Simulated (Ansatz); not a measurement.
`BS[SiH2]C` → `BS` + `C[SiH]` at 600 K and 1 bar (silylene formation by 1,1-elimination).

Isolated molecules relaxed with PBE0-D4/def2-TZVP in Ansatz; ΔE leaves out vibrations. CCSD(T)/CBS adds triple-zeta CCSD(T) − MP2 to the extrapolated MP2 energy (def2 sets, frozen cores). This one scheme is used for every species. One conformer a species, not always the lowest.

```
    species  CCSD(T)/CBS energy (Eh)  H − E (kJ/mol)  S (J/(mol·K))
`BS[SiH2]C`               -753.95937           264.7          440.3
       `BS`               -424.38198           108.7          286.1
   `C[SiH]`               -329.46712           143.5          309.3
```

H − E and S are ideal-gas, rigid-rotor, harmonic terms from PBE0-D4/def2-TZVP, for one conformer and one mirror image of each species. 1 Eh = 2625.50 kJ/mol, R = 8.31446 J/(mol·K).

By hand: ΔE, ΔH, ΔS and ΔG.

ΔE = (-424.38198) + (-329.46712) − (-753.95937) = 0.11027 Eh = 289.5 kJ/mol. Δ(H − E) = 108.7 + 143.5 − 264.7 = -12.5, so ΔH = 277.0 kJ/mol. ΔS = 286.1 + 309.3 − 440.3 = 155.1 J/(mol·K). ΔG = 277.0 − 600 × (155.1)/1000 = 183.9 kJ/mol.

By hand: the equilibrium constant, and the temperature at which ΔG would vanish if ΔH and ΔS stayed fixed.

log₁₀ K = −ΔG/(RT ln 10) = -16.0. ΔG = 0 at ΔH/ΔS = 1786 K.

The number of gas molecules changes by +1, which sets the sign of ΔS. A doubt of 5 kJ/mol in ΔE shifts log₁₀ K by 0.4 here. Other conformers and mirror images would add mixing entropy, several J/(mol·K) or more a flexible species. Modes under 60 cm⁻¹, often nearly free rotors, make the harmonic entropy too high. These are equilibria of isolated gas molecules and say nothing of rates. Largest T1 diagnostic: 0.015 (customary marks: 0.02 for closed shells, 0.045 for open ones).
